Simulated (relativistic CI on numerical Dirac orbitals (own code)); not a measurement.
## Ru7+: resonant inelastic scattering at the M2,3 edge

Computed with this model: Dirac-Coulomb-Breit CI, orbitals from a KLI potential per configuration, a model potential for QED, valence Slater integrals scaled by 0.8, Kramers-Heisenberg scattering through one core-hole configuration in a parametric crystal field; configurations [Kr] 4d → [Ne] 3s2 3p5 3d10 4s2 4p6 4d2; 300 K; core-hole width 3 eV; summed over polarisations. Incident energies are the highest absorption maxima for each field (at most a few, so the weaker spin-orbit partner edge can be absent), on the computed scale of the free ion. Intensities are in per cent of the strongest line above 0.02 eV; levels within 1 cm⁻¹ are merged; final levels count from the ground level, the first row holds all elastic scattering, lines under 0.4 are left out and each table stops after 24 rows. The scale of the Slater integrals is a model choice and moves the terms in proportion.

Field parameters in Wybourne normalisation: Oh B⁴₀ = 21Dq, B⁴₄ = √(5/14) B⁴₀. The field is a parameter set, without covalency.

S is read from ⟨S²⟩ = S(S + 1).

Oh, 10Dq = 8500 cm⁻¹:

```tsv
Final level (eV)	Degeneracy	Irrep	S	478.9 eV	500.3 eV
0.000	4	Γ8	0.50	2545.5	373.4
0.369	2	Γ7	0.50	100.0	12.4
1.267	4	Γ8	0.50	93.5	26.7
```

Oh, 10Dq = 19250 cm⁻¹:

| Final level (eV) | Degeneracy | Irrep | S | 479 eV | 499.7 eV | 500.8 eV |
| --- | --- | --- | --- | --- | --- | --- |
| 0.000 | 4 | Γ8 | 0.50 | 1864.0 | 282.8 | 293.6 |
| 0.341 | 2 | Γ7 | 0.50 | 100.0 | 12.3 | 8.8 |
| 2.544 | 4 | Γ8 | 0.50 | 96.7 | 16.2 | 28.0 |

Oh, 10Dq = 29950 cm⁻¹:

```
Final level (eV)  Degeneracy  Irrep     S  477.5 eV  480.1 eV  499 eV
           0.000           4     Γ8  0.50    1118.0    1134.3   234.7
           0.332           2     Γ7  0.50      76.6      52.8    11.0
           3.853           4     Γ8  0.50      24.7     100.0     8.7
```

For the first field the strongest loss at the lowest incident energy is the level at 0.37 eV (S = 0.50, against 0.50 in the thermal ground state).
